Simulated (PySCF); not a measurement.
## Cl¹⁴⁺ (chlorine, charge +14) across methods

[He] 2s1, 2S determinant. Calculation: PySCF 2.14, in an even-tempered Gaussian basis (19 s from 2.1 bohr⁻², ratio 2.2; 9 p from 3.4 bohr⁻², ratio 2.4; 6 d from 10 bohr⁻², ratio 2.4; 5 f from 15 bohr⁻², ratio 2.4; 4 g from 23 bohr⁻², ratio 2.4); the spin-free X2C one-electron Hamiltonian (Gaussian nucleus).

```json
{"method": "r2SCAN0", "E (hartree)": "-309.2935", "mean ε 1s α (eV)": "-3505.3", "mean ε 1s β (eV)": "-3500.1", "mean ε 2s α (eV)": "-792.90", "Σ⟨r²⟩ (bohr²)": "0.1894", "⟨S²⟩": "0.750"}
{"method": "PBE0", "E (hartree)": "-309.1976", "mean ε 1s α (eV)": "-3496.4", "mean ε 1s β (eV)": "-3490.8", "mean ε 2s α (eV)": "-791.85", "Σ⟨r²⟩ (bohr²)": "0.1893", "⟨S²⟩": "0.750"}
{"method": "LDA", "E (hartree)": "-307.9595", "mean ε 1s α (eV)": "-3457.2", "mean ε 1s β (eV)": "-3452.5", "mean ε 2s α (eV)": "-783.64", "Σ⟨r²⟩ (bohr²)": "0.1898", "⟨S²⟩": "0.750"}
{"method": "PBE", "E (hartree)": "-309.1599", "mean ε 1s α (eV)": "-3468.6", "mean ε 1s β (eV)": "-3464.2", "mean ε 2s α (eV)": "-785.87", "Σ⟨r²⟩ (bohr²)": "0.1892", "⟨S²⟩": "0.750"}
{"method": "BLYP", "E (hartree)": "-309.3075", "mean ε 1s α (eV)": "-3469.9", "mean ε 1s β (eV)": "-3465.9", "mean ε 2s α (eV)": "-786.06", "Σ⟨r²⟩ (bohr²)": "0.1890", "⟨S²⟩": "0.750"}
{"method": "r2SCAN", "E (hartree)": "-309.2865", "mean ε 1s α (eV)": "-3480.5", "mean ε 1s β (eV)": "-3476.7", "mean ε 2s α (eV)": "-787.33", "Σ⟨r²⟩ (bohr²)": "0.1894", "⟨S²⟩": "0.750"}
```

Question: Estimate the same row for UHF.

Answer: E (hartree) = -309.25433; mean ε 1s α (eV) = -3579.1; mean ε 1s β (eV) = -3569.9; mean ε 2s α (eV) = -809.24; Σ⟨r²⟩ (bohr²) = 0.1894; ⟨S²⟩ = 0.750.
